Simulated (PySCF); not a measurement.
## Hg(70+) (mercury, charge +70): Hartree-Fock from Schrödinger to Dirac-Coulomb-Breit

Occupied: 1s1/2, 2s1/2, 2p1/2, 2p3/2. Hartree-Fock calculated with PySCF 2.14 in an even-tempered Gaussian basis (18 s from 19 bohr⁻², ratio 2.3; 16 p from 22 bohr⁻², ratio 2.3), Gaussian nucleus throughout. NR is non-relativistic, sf-X2C the spin-free one-electron X2C Hamiltonian, X2C adds the bare one-electron spin-orbit term, X2C-SNSO screens it by Boettger's factors, DC is four-component Dirac-Coulomb, and the Gaunt and Breit terms are added at first order (total energies over the DC spinors, levels after relaxing the spinors in that mean field). QED terms are absent. Levels marked empty are virtual spinors of this ion.

```
   level (eV)        NR    sf-X2C       X2C  X2C-SNSO
        1s1/2  -81958.6  -90173.9  -90147.7  -90149.1
        2s1/2  -18744.1  -21140.3  -21133.7  -21134.1
        2p1/2  -18328.0  -19139.3  -20640.9  -20595.0
        2p3/2  -18328.0  -19139.3  -18563.3  -18576.9
3s1/2 (empty)   -7863.8   -8626.7   -8625.6   -8625.6
3p1/2 (empty)   -7721.2   -8052.1   -8456.5   -8444.4
3p3/2 (empty)   -7721.2   -8052.1   -7894.1   -7897.8
```

Problem. Where do the four-component calculations put these levels?

Solution. 1s1/2: DC -90263.6, DC+Gaunt -89958.1, DC+Breit -89978.0; 2s1/2: DC -21151.4, DC+Gaunt -21117.0, DC+Breit -21119.5; 2p1/2: DC -20608.9, DC+Gaunt -20548.7, DC+Breit -20554.4; 2p3/2: DC -18588.2, DC+Gaunt -18549.5, DC+Breit -18555.3; 3s1/2 (empty): DC -8629.8, DC+Gaunt -8620.5, DC+Breit -8621.7; 3p1/2 (empty): DC -8448.1, DC+Gaunt -8432.3, DC+Breit -8434.4; 3p3/2 (empty): DC -7900.2, DC+Gaunt -7890.1, DC+Breit -7892.2 (eV).

```tsv
Hamiltonian	E (hartree)	E − E(DC) (hartree)	CPU seconds
NR	-12113.2243	1069.8246	0.36
sf-X2C	-13150.5362	32.5127	0.29
X2C	-13177.2904	5.7584	0.3
X2C-SNSO	-13175.8445	7.2044	0.3
DC	-13183.0489	0.0000	16
DC+Gaunt	-13164.6223	18.4265	27
DC+Breit	-13166.1992	16.8497	82
```

Weight of the small component: 1s1/2 0.0927, 2s1/2 0.0219, 2p1/2 0.0218, 2p3/2 0.0195, 3s1/2 0.00869, 3p1/2 0.00862, 3p3/2 0.00801.

Koopmans' value for the highest occupied level at DC+Breit: 18555.3 eV, against an ionisation energy of 18550 ± 60 eV (theoretical estimate listed by NIST; NIST Atomic Spectra Database, ionization energies); the former lacks relaxation, correlation, QED and recoil.

The whole ladder took 130 s of wall time on 1 thread of Intel(R) Xeon(R) Platinum 8488C (shared host), launched as `OMP_NUM_THREADS=1 python relrun2.py TASK.json OUT` (a driver that calls PySCF for each Hamiltonian).
